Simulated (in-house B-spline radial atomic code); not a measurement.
A fraction x of an electron is moved 3p → 3d in Cr2+, starting from [Ar] 3d4 and keeping the highest spin. Method: scalar-relativistic (X2C) LC-wPBE, spin-polarised, spherical fractional occupations, Fermi nucleus of rms radius 3.6452 fm. Calculated with a radial B-spline atomic code at the basis-set limit.

Caution: exact exchange at fractional occupations of open shells leaves self-interaction of up to several eV.

```tsv
x	E(x) - E(0) (eV)	3p down level (eV)	3d up level (eV)
0	0.0000	-69.329	-27.213
0.125	5.2028	-68.776	-27.657
0.25	10.2804	-68.215	-28.098
0.375	?	?	?
0.5	?	?	?
0.625	24.7582	-66.488	-29.401
0.75	29.3304	-65.897	-29.830
0.875	33.7750	-65.298	-30.256
1	38.0911	-64.692	-30.678
```

Q: What belongs in the row x = 0.375?

A: An energy change of 15.2329 eV; 3p down at -67.647 eV, 3d up at -28.535 eV.

Q: What belongs in the row x = 0.5?

A: An energy change of 20.0588 eV; 3p down at -67.071 eV, 3d up at -28.970 eV.

Q: Check Janak's theorem between x = 0.125 and 0.25.

A: The slope of the energy is 40.62 eV; the orbital levels give 40.62 eV (ε of the receiving orbital less ε of the emptying one, averaged over the two points).
